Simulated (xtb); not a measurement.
H$_{6}$Si$_{2}$, charge +1, doublet, geometry from GFN2-xTB (a state made from the parent by changing its charge; the spin is typed, not shown lowest); GFN1-xTB run with xtb.

Input for xtb:
```
$ xtb mol.xyz --gfn 1 --chrg 1 --uhf 1 --json

# file mol.xyz
8

Si    -1.33666426     0.12731246    -0.01906279
Si     1.33666426    -0.12731246     0.01906279
H     -1.68020055    -0.85431230    -1.03882243
H     -1.46232753     1.53042532    -0.38919402
H     -1.65392012    -0.21926859     1.35961207
H      1.46232753    -1.53042532     0.38919402
H      1.68020055     0.85431230     1.03882243
H      1.65392012     0.21926859    -1.35961207
```

It wrote (shortened):

```
   ID    Z sym.   atoms
    1   14 Si     1, 2
    2    1 H      3-8

           -------------------------------------------------
          |                Calculation Setup                |
           -------------------------------------------------

           -------------------------------------------------
          |                 G F N 1 - x T B                 |
           -------------------------------------------------

          ...................................................
          :                      SETUP                      :
          :.................................................:
          :  # basis functions                  32          :
          :  # atomic orbitals                  30          :
          :  # shells                           18          :
          :  # electrons                        13          :
          :  # halogen bonds                     0          :
          :  max. iterations                   250          :
          :  Hamiltonian                  GFN1-xTB          :
          :  restarted?                      false          :
          :  GBSA solvation                  false          :
          :  PC potential                    false          :
          :  electronic temp.          300.0000000     K    :
          :  accuracy                    1.0000000          :
          :  -> integral cutoff          0.2500000E+02      :
          :  -> integral neglect         0.1000000E-07      :
          :  -> SCF convergence          0.1000000E-05 Eh   :
          :  -> wf. convergence          0.2000000E-04 e    :
          :  Broyden damping             0.4000000          :
          :  net charge                          1          :
          :  unpaired electrons                  1          :
          ...................................................

 iter      E             dE          RMSdq      gap      omega  full diag
   1     -6.4141945 -0.641419E+01  0.499E+00    3.75       0.0  T
   2     -6.4600973 -0.459028E-01  0.237E+00    3.55       1.0  T
   3     -6.4625618 -0.246448E-02  0.630E-01    3.45       1.0  T
   4     -6.4631812 -0.619474E-03  0.333E-01    3.53       1.0  T
   5     -6.4636900 -0.508788E-03  0.140E-01    3.49       1.0  T
   6     -6.4637952 -0.105159E-03  0.164E-02    3.50       2.2  T
   7     -6.4637967 -0.150970E-05  0.947E-05    3.50     373.2  T
   8     -6.4637967 -0.461924E-10  0.391E-05    3.50     905.4  T
[...]
         :: total energy              -6.409433601276 Eh    ::
[...]
        15                         -0.3521352              -9.5821
        16                         -0.2636830              -7.1752
        17                         -0.2636830              -7.1752
        18                         -0.2549561              -6.9377
       ...                                ...                  ...
        30                          1.1975672              32.5875
      -------------------------------------------------------------
                  HL-Gap            0.1285498 Eh            3.4980 eV
             Fermi-level           -0.5649222 Eh          -15.3723 eV

  Mulliken/CM5 charges         n(s)   n(p)   n(d)
     1Si    0.47824  0.21943   1.433  1.641  0.447
     2Si    0.47824  0.21943   1.433  1.641  0.447
     3H     0.00725  0.09352   0.993  0.000  0.000
     4H     0.00725  0.09352   0.993  0.000  0.000
     5H     0.00725  0.09352   0.993  0.000  0.000
     6H     0.00725  0.09352   0.993  0.000  0.000
     7H     0.00725  0.09352   0.993  0.000  0.000
     8H     0.00725  0.09352   0.993  0.000  0.000

Wiberg/Mayer (AO) data.
largest (>0.10) Wiberg bond orders for each atom

 ---------------------------------------------------------------------------
     #   Z sym  total        # sym  WBO       # sym  WBO       # sym  WBO
 ---------------------------------------------------------------------------
     1  14 Si   3.382 --     5 H    0.880     3 H    0.880     4 H    0.880
                             2 Si   0.630
     2  14 Si   3.382 --     8 H    0.880     7 H    0.880     6 H    0.880
                             1 Si   0.630
     3   1 H    0.992 --     1 Si   0.880
     4   1 H    0.992 --     1 Si   0.880
     5   1 H    0.992 --     1 Si   0.880
     6   1 H    0.992 --     2 Si   0.880
     7   1 H    0.992 --     2 Si   0.880
     8   1 H    0.992 --     2 Si   0.880
 ---------------------------------------------------------------------------

Topologies differ in total number of bonds
Writing topology from bond orders to xtbtopo.mol

 dipole moment from electron density (au)
     X       Y       Z
  -0.0000   0.0000  -0.0000  total (Debye):    0.000

           -------------------------------------------------
          | TOTAL ENERGY               -6.409433601276 Eh   |
          | GRADIENT NORM               0.041710107839 Eh/α |
          | HOMO-LUMO GAP               3.498018296557 eV   |
           -------------------------------------------------

normal termination of xtb
```
